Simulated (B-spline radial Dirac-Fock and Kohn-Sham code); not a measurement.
Level of theory: relaxed Dirac-Fock hole states (ΔSCF) with Breit and QED corrections and a finite nucleus; an atomic code on a B-spline grid. Correlation and solid-state effects are left out.

Q: Identify the element and charge state from the binding energies below (tabulated ground configuration; the least bound level is included).

```csv
level,binding energy (eV)
K,22301.0
L1,3414.8
M1,767.1
M2,664.9
M5,458.0
N1,238.3
"N2,3",200.2
```

A: Ru⁹⁺: Z = 44 with 35 electrons, [Ar] 3d10 4s2 4p5. The hydrogen-like estimate √(E/Ry) = 40.5 for the K level lies 3.5 below Z (screening lowers it, relativity raises it); the outermost level, at 200.2 eV, fixes the charge.

Q: Identify the element and charge state from the binding energies below (tabulated ground configuration; the least bound level is included).

| level | binding energy (eV) |
| --- | --- |
| 3p1/2 | 722.2 |
| 3p3/2 | 683.7 |
| 3d3/2 | 467.4 |
| 4s | 147.2 |
| 4p3/2 | 98.59 |
| 4d5/2 | 31.78 |
| 5s | 17.02 |

A: In⁺: Z = 49 with 48 electrons, [Kr] 4d10 5s2.

Values without a named source are computed, but for edge energies of neutral atoms, which are taken from tables.
